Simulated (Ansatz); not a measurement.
Ni₃⁻, relaxed as a doublet with UKS PBE0-D4/def2-TZVPD in Ansatz, starting from the GFN2-xTB geometry. Force threshold 0.02 eV/Å.

The charge -1 doublet is spin-contaminated (final ⟨S²⟩ up to 2.74, 0.75 for a pure state). The highest occupied level of the charge -1 doublet lies above zero (up to 0.17 eV). It is a level of β spin, whose loss leaves a triplet; that state wasn't run at this geometry and level. The electron is either unbound and held by the finite basis, or the level is raised by self-interaction error. The relaxation made no stability test and no search for a lower SCF solution. At PBE0-D4/def2-TZVPD a sextet of charge -1 lies 0.28 eV below the doublet, each at its own geometry. The structure comes from a short search, and lower isomers may exist.

Start:

Cartesian coordinates in Å:
```
Ni 0.084 -1.127 0.883
Ni 1.170 0.473 -0.677
Ni -1.254 0.654 -0.206
```

(1) Estimate the energy that the relaxation releases and the steps that it takes.

(2) Does the start keep its bonding and symmetry?

(3) Predict the relaxed structure.

Answers

(1) 0.01 eV, in 3 steps; 23 s on 4 threads of Arm Neoverse V2 on a shared host. No frequencies were taken in this run, so the end may be a saddle point.

(2) By distances, no bond broke or formed. The bond that changes most is Ni1–Ni2, from 2.48 to 2.43 Å (atoms count from 1). Point group D3h at the start, D3h at the end, both within 0.05 Å.

(3) 
Cartesian coordinates in Å:
```
Ni 0.084 -1.103 0.863
Ni 1.148 0.462 -0.662
Ni -1.231 0.641 -0.202
```
Bond lengths (bridged metal pairs left out): 3 × Ni–Ni 2.43 Å.
